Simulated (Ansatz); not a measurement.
TaS(OSiH3)3 (TaSi₃SO₃H₉) was relaxed with r2SCAN-D4 (def2-SVP) in Ansatz in these states: charge +1 doublet, neutral singlet. The geometries follow in no particular order.

In the def2 sets Ta takes a core potential; there is no spin–orbit coupling.

A:

Cartesian coordinates in Å:
```
Ta 0.203 0.161 0.172
S 1.621 1.317 1.369
O 0.122 -1.601 0.875
Si 0.460 -2.890 1.895
H 1.558 -2.512 2.828
H 0.869 -4.055 1.062
H -0.775 -3.226 2.660
O 0.820 0.136 -1.625
Si 1.829 0.461 -2.926
H 2.929 1.365 -2.487
H 1.023 1.111 -3.996
H 2.387 -0.827 -3.425
O -1.496 1.003 0.281
Si -2.638 2.147 0.735
H -2.008 3.144 1.644
H -3.755 1.448 1.430
H -3.149 2.818 -0.493
```

B:

```xyz
17

Ta   -0.0314    0.6340    0.5041
S    -0.1453    2.4902    1.9422
O    -1.2854    1.0030   -0.8020
Si   -2.3982    1.1670   -2.1205
H    -3.1650    2.3992   -1.8208
H    -3.2338   -0.0573   -2.0998
H    -1.5677    1.2798   -3.3429
O    -0.4291   -0.8929    1.4695
Si   -0.8508   -2.2992    2.3795
H    -1.0381   -1.8317    3.7738
H     0.2880   -3.2370    2.2335
H    -2.1006   -2.8176    1.7733
O     1.6866    0.5051   -0.1690
Si    3.2862    0.4273   -0.8162
H     4.0077    1.5871   -0.2398
H     3.1347    0.5177   -2.2883
H     3.8422   -0.8748   -0.3768
```

Q: Judge from the bond lengths which geometry belongs to which state (an estimate).

A: A is the neutral singlet (Ta1–S2 2.186 Å, O3–Si4 1.679 Å, Ta1–O3 1.899 Å); B is the charge +1 doublet (Ta1–S2 2.351 Å, O3–Si4 1.733 Å, Ta1–O3 1.848 Å).
